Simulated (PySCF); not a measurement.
Species: C₁₀H₈O.
Geometry (PBE0-D3(BJ)/def2-SVP, Å), atoms numbered from 1 in this order:
```xyz
19
C10H8O angstrom
C     -3.9038   -0.9586    0.4363
C     -2.8108   -0.4403    0.3195
C     -1.5443    0.1461    0.1234
C     -0.6966    0.7345    0.9836
C      0.5408    1.0675    0.1366
O     -0.0651    1.3755   -1.1060
C     -0.7671    0.1551   -1.2287
C      0.3776   -0.8524   -1.0757
C      1.2223   -0.2826   -0.1989
C      2.4300   -0.8010    0.3985
C      3.1400   -0.1885    1.3587
H     -4.8709   -1.4108    0.5559
H     -0.8109    0.8857    2.0556
H      1.1880    1.8796    0.4877
H     -1.3787    0.1097   -2.1369
H      0.4268   -1.8425   -1.5275
H      2.7629   -1.7773    0.0292
H      4.0394   -0.6469    1.7755
H      2.8501    0.7860    1.7616
```

Jobs on this species (19 atoms, 76 electrons) with PySCF (density fitting). Hardware of each: one thread of an Arm Neoverse V1, shared host. The host was shared with other jobs, so the times are rough.

```
                level and settings                                                             work  basis functions  SCF cycles  wall time
PBE0-D3(BJ)/def2-SVP, grid level 1                      geometry optimisation from a GFN2-xTB start              194           ?          ?
    PBE0/pcSseg-1, IEF-PCM benzene  shieldings, ring-centre shieldings, charges and field gradients              227          14       43 s
 PBE0/pcSseg-1, IEF-PCM chloroform                               shieldings, ring-centre shieldings              227          14       41 s
```

Q: Fill in the missing figures.

A: 
- PBE0-D3(BJ)/def2-SVP, grid level 1; geometry optimisation from a GFN2-xTB start: 2.0 min, 42 SCF cycles

Q: What do all jobs in the table cost together?

A: About 3.4 min; the longest takes about 59 % of that, and about 2.9 times as long as the shortest.
